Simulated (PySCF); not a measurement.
HgF4, SMILES [F][Hg]([F])([F])[F].

Geometry optimised at B3LYP-D3(BJ)/def2-SVP. The def2 effective core potentials stand for the cores of Hg; spin–orbit coupling is left out.

The numbers are results of PySCF with B3LYP-D3(BJ)/def2-SVP, not measurements.

Frequencies are harmonic and unscaled.

Modes within 1.5 cm⁻¹ of each other (mostly degenerate sets) share a row, with their intensities summed.

| mode | ν (cm⁻¹) | IR (km/mol) | Raman (Å⁴/amu) | depolarisation | moving atoms (share of kinetic energy) |
|---|---|---|---|---|---|
| 1 | 162 | 0.0 | 0.0 | – | F 100 % |
| 2 | 213 | 18.2 | 0.0 | – | F 73 %, Hg 27 % |
| 3 | 215 | 0.0 | 5.2 | 0.75 | F 100 % |
| 4–5 | 237 | 5.9 | 0.0 | – | F 89 %, Hg 11 % |
| 6 | 573 | 0.0 | 22.9 | 0.75 | F 100 % |
| 7 | 575 | 0.0 | 45.9 | 0.11 | F 100 % |
| 8–9 | 667 | 109.6 | 0.0 | – | F 84 %, Hg 16 % |
